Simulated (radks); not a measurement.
Results of a calculation; reference values are marked as such.
Numerical settings for the tin ion Sn2+, [Kr] 4d10 5s2. Code: a radial shooting solver on a logarithmic mesh with Libxc functionals. Model: Dirac Kohn-Sham, PBE, spin-unpolarised, spherical densities, finite nucleus; Fermi nuclear charge, rms radius 4.6519 fm. The defaults (mesh step 0.008 in ln r, mesh end at 40 bohr or more with all orbitals vanishing there, Anderson mixing 0.5 over 9 steps, residual threshold near 1e-9 with the energy settled to 1e-9 hartree or 1e-11 of itself, here a cap of 63 iterations) give E = -6178.0734 hartree and 5s1/2 at -26.085 eV in 14 iterations. Run on one thread of a shared host, so times are rough (Intel(R) Xeon(R) Platinum 8488C): 0.14 s of CPU time, 0.14 s wall, 14 iterations on 2254 mesh points. Changes against that run (0 stands for a change within the tolerance of the run):

setting                    iterations  converged  E (mhartree)  e(5s1/2) (meV)  CPU (s)
mesh step in ln r 0.012            14        yes             0               0      0.1
mesh step in ln r 0.02             14        yes     +0.000293               0     0.06
mesh step in ln r 0.12              2         no      diverged               -     0.01
mesh end (bohr) 3                  14        yes          +735       +1.15e+04     0.13
mesh end (bohr) 20                 14        yes             0               0     0.14
residual threshold 0.001            9        yes             0          -0.968      0.1
residual threshold 1e-13           41        yes             0               0     0.26
mixing 2.5                         19        yes             0               0     0.18
linear mixing, mixing 0.8          61        yes             0               0     0.53
linear mixing, mixing 0.5          30        yes             0               0     0.25
mixing history 2                   17        yes             0               0     0.16
iteration cap 2                     2         no     +1.11e+03       -1.44e+04     0.03

Settings that end as converged yet miss the energy by more than 1 mhartree: mesh end (bohr) 3 (+0.735 hartree). A mesh that ends early acts as a hard wall.
